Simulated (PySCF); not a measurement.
# Gallium: a sound run and one with changed settings

Sound run: Ga [Ar] 3d10 4s2 4p1, Ga⁺ [Ar] 3d10 4s2. Computed with PySCF 2.14 in aug-cc-pVDZ-PP with ECP10MDF (5s4p3d, 32 functions), with a scalar-relativistic core potential. The sound run starts from symmetry-adapted Hartree-Fock orbitals and uses a fine grid where one is needed.

A second run was set up differently.

```tsv
species	method	sound run (hartree)	changed run (hartree)	converged
Ga	UHF	-258.29123	-258.29123	yes
Ga	M06-2X	-259.56626	-259.40937	yes
Ga	PBE0	-259.40206	-259.68912	yes
Ga⁺	UHF	-258.08833	-258.08833	yes
Ga⁺	M06-2X	-259.35296	-259.19582	yes
Ga⁺	PBE0	-259.18356	-259.45976	yes
```

Ionisation energy of Ga:

| method | sound run (eV) | changed run (eV) |
| --- | --- | --- |
| UHF | 5.521 | 5.521 |
| M06-2X | 5.804 | 5.811 |
| PBE0 | 5.946 | 6.241 |

Problem. What was changed?
A. basis contracted for another Hamiltonian
B. too few SCF iterations
C. a valence shell is frozen
D. radial grid too coarse

Solution. D. It used radial step 0.8 in ln r (0.13 in the sound run). A coarse radial grid mis-integrates the density and the exchange-correlation energy, with errors of either sign; Hartree-Fock needs no grid.
